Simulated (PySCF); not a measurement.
# Field gradients at the hydrogen positions

Species: C₆H₁₂OSSi.
Atom-mapped SMILES: `[CH2:1]=[CH:2][SiH2:3][S:4][C:5]([CH3:6])([CH3:7])[CH:8]=[O:9]` (hydrogens: H10, H11 on C1; H12 on C2; H13, H14 on Si3; H15, H16, H17 on C6; H18, H19, H20 on C7; H21 on C8)

Geometry (GFN2-xTB, Å), atoms numbered from 1 in this order:
```
atom  x, y, z in Å
C1     3.0432    1.4350    0.7190
C2     2.3921    0.4853    1.3731
Si3    1.7065   -1.0789    0.5953
S4    -0.4004   -1.2416    1.1081
C5    -1.3394   -0.2376   -0.1538
C6    -1.3323   -0.9280   -1.5053
C7    -2.7460   -0.0461    0.3935
C8    -0.5392    1.0262   -0.1243
O9     0.2968    1.3396   -0.9308
H10    3.2327    1.3668   -0.3389
H11    3.4073    2.3263    1.2071
H12    2.2207    0.6141    2.4376
H13    1.8496   -1.1299   -0.8508
H14    2.2175   -2.2774    1.2492
H15   -0.3253   -0.9577   -1.9136
H16   -1.9653   -0.3771   -2.1994
H17   -1.7102   -1.9431   -1.4111
H18   -2.7150    0.4436    1.3642
H19   -3.3336    0.5613   -0.2927
H20   -3.2302   -1.0119    0.5140
H21   -0.7383    1.6480    0.7694
```

Level: PBE0/pcSseg-1 (PySCF, non-relativistic); Q(2H) = 0.00286 b; rigid geometry, the same for H and D, with no vibrational averaging.

Question: Rank these positions by the coupling χzz of a deuteron there, largest first.
A. H20 (methyl hydrogen)
B. H10 (vinylic hydrogen)
C. H21 (formyl hydrogen)
D. H13 (Si–H hydrogen)
E. H12 (vinylic hydrogen)

Answer: B (224 kHz), E (216 kHz), A (210 kHz), C (182 kHz), D (114 kHz).

Give the electric field gradient Vzz (the principal value of largest size), its asymmetry and the 2H coupling at each hydrogen.

```tsv
atom	bonded to	bond length (Å)	Vzz (au)	η	χzz (kHz)
H10	C1	1.077	0.3329	0.05	224
H11	C1	1.079	0.3309	0.03	222
H12	C2	1.086	0.3220	0.05	216
H13	Si3	1.454	0.1698	0.03	114
H14	Si3	1.458	0.1654	0.02	111
H15	C6	1.087	0.3117	0.04	209
H16	C6	1.089	0.3120	0.04	210
H17	C6	1.087	0.3137	0.03	211
H18	C7	1.088	0.3115	0.03	209
H19	C7	1.089	0.3117	0.03	209
H20	C7	1.087	0.3131	0.03	210
H21	C8	1.107	0.2715	0.02	182
```

Average by the element that carries the hydrogen.

on C: 210 kHz over 10 positions, mean bond length 1.088 Å; on Si: 113 kHz over 2 positions, mean bond length 1.456 Å.

How does χzz go with the bond length over the 10 C–H bonds?

A straight-line fit has a slope of -14.2 kHz for each 0.01 Å, with a correlation coefficient of -0.99, over lengths from 1.077 to 1.107 Å. The longer bonds have the smaller couplings here.

Give the 2H NMR doublet splittings at H20 for a magnetic field along the z, y and x axes of the gradient: 3χ/2, 3χ(1 + η)/4, 3χ(1 − η)/4.

With |χ| = 210.4 kHz and η = 0.026: 316, 162 and 154 kHz, to first order and without motion.

Geometry: GFN2-xTB, one conformer, isolated molecule. GFN2-xTB bond lengths can be off by several hundredths of an ångström, more for odd bonds, and the gradients follow them. The small basis limits the accuracy of the gradients.
